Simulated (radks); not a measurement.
Problem. Coherent X-ray form factor from a spherical all-electron density. Method: scalar-relativistic Kohn-Sham, LB94 model potential, spin-polarised, spherical densities, finite nucleus; Fermi nuclear charge, rms radius of each element as measured or else 0.836 A^(1/3) + 0.57 fm; computed with a radial shooting solver on a logarithmic mesh with Libxc functionals.

sin(theta)/lambda (1/angstrom)  f0 (electrons)
0.05                                    52.814
0.1                                     52.263
0.15                                    51.366
0.2                                     50.156
0.25                                    48.672
0.3                                     46.962
0.4                                     43.072
0.5                                     38.893
0.6                                     34.779
0.8                                     27.661
1                                       22.561
1.25                                    18.585
1.5                                     16.139
2                                       12.615

The species is in the configuration that NIST lists as its ground one. Which atom or ion scatters so?

Solution. The erbium ion Er15+, [Kr] 4d10 4f7. Extrapolating in s^2 from the first two rows gives f0(0) = 53.0, near the electron count 53; among species with that count, the fall with angle is slower the higher Z, and the table is that of Z = 68; from so few rows the species is fixed only to a neighbour or two.
